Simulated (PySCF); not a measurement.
# How methods differ on the excitation energy of V

V [Ar] 3d3 4s2 (4F) → V [Ar] 3d2 4s2 5s1, s spin flipped, as a difference of total energies. Computed with PySCF 2.14 in x2c-TZVPPall with one added diffuse shell each of s, p, d, f type (7s6p5d3f1g, 80 functions), with scalar relativity by spin-free X2C-1e. Correlated levels: valence: [Ar] frozen; valence and next inner shell: [Ne] frozen. The calculations carry no spin-orbit coupling.

| method | excitation energy (cm⁻¹) |
| --- | --- |
| UHF | 64411 |
| LDA | 76215 |
| PBE | 74225 |
| PBE0 | 72955 |
| r2SCAN | 76894 |
| TPSSh | 72928 |
| LC-wPBE | 73954 |
| MN15 | 75466 |
| MP2 (valence) | 66782 |
| SCS-MP2 (valence) | 64446 |
| MP2 (valence and next inner shell) | 69389 |
| SCS-MP2 (valence and next inner shell) | 67292 |

The upper determinant mixes two multiplicities, so it lies between the two terms.

The upper state lies above the first ionisation limit, but in LS coupling its spin forbids autoionisation to the ground ion. A Rydberg-like electron needs more diffuse functions than a valence basis has.

The promoted electron is Rydberg-like, and one or two diffuse shells describe it only roughly, which tends to raise the upper state.
